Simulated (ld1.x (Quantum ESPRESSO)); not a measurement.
iron (Fe), ultrasoft: configuration errors across variants

iron, ultrasoft, made with ld1.x (Quantum ESPRESSO) 7.5 (PBE, scalar-relativistic). Core [Ar], reference 3d6 4s1.5 4p0.5. Waves: 4s (bound): rcut 2.35, rcutus 2.90 bohr; 4s channel at -0.05 Ry: rcut 2.35, rcutus 2.90 bohr; 4p (bound): rcut 2.70, rcutus 3.50 bohr; 4p channel at 1 Ry: rcut 2.70, rcutus 3.50 bohr; 3d (bound): rcut 1.25, rcutus 1.50 bohr; 3d channel at 0.05 Ry: rcut 1.25, rcutus 1.50 bohr. Local part: all-electron potential smoothed inside 3.40 bohr (lloc = -1). Core correction: Bessel-smoothed model core inside 0.75 bohr. Augmentation charge: PSQ, radius 1.40 bohr.

All-electron excitation energies from the reference (eV): (1) 3d6 4s2 4p0 -2.017; (2) 3d6 4s1 4p0 6.712; (3) 3d6 4s0 4p0 22.915; (4) 3d6 4s1 4p1 2.088; (5) 3d7 4s0 4p0 4.619; (6) 3d6.5 4s1.5 4p0 -2.745; (7) 3d6 4s0 4p1 11.766.

Errors AE − PS in meV (a dash: test not solved or not reliable):

| change | (1) | (2) | (3) | (4) | (5) | (6) | (7) | bound ghosts |
| --- | --- | --- | --- | --- | --- | --- | --- | --- |
| base | 0.0 | -2.0 | -15 | -0.4 | -55 | -13 | -5.2 | none |
| core correction none | +1.3 | +6.1 | +100 | +1.2 | +94 | +11 | +25 | none |
| core correction Bessel-smoothed model core inside 0.62 bohr | 0.0 | -2.0 | -15 | -0.4 | -55 | -13 | -5.2 | none |
| core correction Bessel-smoothed model core inside 0.84 bohr | 0.0 | -2.0 | -15 | -0.4 | -56 | -13 | -5.2 | none |
| core correction Bessel-smoothed model core inside 1.22 bohr | 0.0 | -2.0 | -15 | -0.4 | -55 | -13 | -5.2 | none |
| core correction Bessel-smoothed model core inside 1.44 bohr | 0.0 | -2.0 | -14 | -0.4 | -47 | -11 | -5.1 | none |
| core correction Bessel-smoothed model core inside 1.56 bohr | 0.0 | -1.9 | -14 | -0.4 | -38 | -9.3 | -4.7 | none |
| core correction Bessel-smoothed model core inside 1.74 bohr | +0.1 | -1.8 | -11 | -0.3 | -22 | -6.3 | -3.7 | none |

Give the same row for: core correction Bessel-smoothed model core inside 0.98 bohr.

0.0, -2.0, -15, -0.4, -56, -13, -5.2; bound ghosts: none.
